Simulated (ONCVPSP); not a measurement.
## Cd, ONCV: configuration errors across variants

| Quantity | Value |
| --- | --- |
| Element | cadmium |
| Generator | ONCVPSP 4.0.1 |
| Type | optimised norm-conserving Vanderbilt (ONCV) |
| Functional | PBE |
| Relativity | scalar-relativistic |
| Frozen core | [Ar] 3d10 |
| Valence charge | 20 |
| Reference configuration | 4s2 4p6 4d10 (charge +2) |
| Partial waves | 4s: rc 1.50 bohr, ncon 5, nbas 8, qcut 10.4 1/bohr, 2 projectors, debl 2.8 Ha; 4p: rc 1.15 bohr, ncon 5, nbas 9, qcut 10.9 1/bohr, 3 projectors, debl 3.1 Ha; 4d: rc 1.15 bohr, ncon 4, nbas 9, qcut 9.3 1/bohr, 2 projectors, debl 0.3 Ha |
| Local potential | polynomial inside 1.00 bohr (lpopt 5, dvloc0 0 Ha) |
| Core correction | Teter function, fcfact 3.5, rcfact 1.1 |

In the s channel the program set the typed energies aside and used -4.587, 0.050 Ha. In the p channel the program set the typed energies aside and used -3.157, 0.250, 3.350 Ha. In the d channel the program set the typed energies aside and used -1.119, 0.250 Ha.

All-electron excitation energies from the reference (eV): (1) 4s2 4p6 4d10 5s2 -26.399; (2) 4s2 4p6 4d10 5s1 -17.126; (3) 4s2 4p6 4d9 38.009; (4) 4s2 4p6 4d9 5s2 -8.424.

Errors AE − PS in meV (a dash: test not solved or not reliable):

| change | (1) | (2) | (3) | (4) | bound ghosts | GHOST(+) flags above zero |
| --- | --- | --- | --- | --- | --- | --- |
| base | +4.1 | +2.8 | -3.9 | +1.9 | none | s |
| core correction Teter function, fcfact 7, rcfact 1.1 | +4.1 | +2.8 | -3.8 | +2.3 | none | s |
| p: rc 1.68 | +4.2 | +2.8 | -3.5 | +2.1 | none | s |
| core correction Teter function, fcfact 2.25, rcfact 1.1 | +4.1 | +2.8 | -3.9 | +1.9 | none | s |
| local potential polynomial inside 1.00 bohr (lpopt 5, dvloc0 2 Ha) | +4.1 | +2.8 | -3.8 | +1.9 | none | s |
| all radii but the core radius scaled by about 0.97 (s 1.44, p 1.12, d 1.12 bohr); local potential polynomial inside 0.96 bohr (lpopt 5, dvloc0 0 Ha) | +4.1 | +2.7 | -3.8 | +2.1 | none | s |
| s: rc 1.56 | +4.2 | +2.9 | -3.9 | +1.8 | none | s |

(1) Give the same row for: p: qcut 10.

Results:

(1) +4.1, +2.8, -3.9, +1.8; bound ghosts: none; GHOST(+) flags above zero: s.
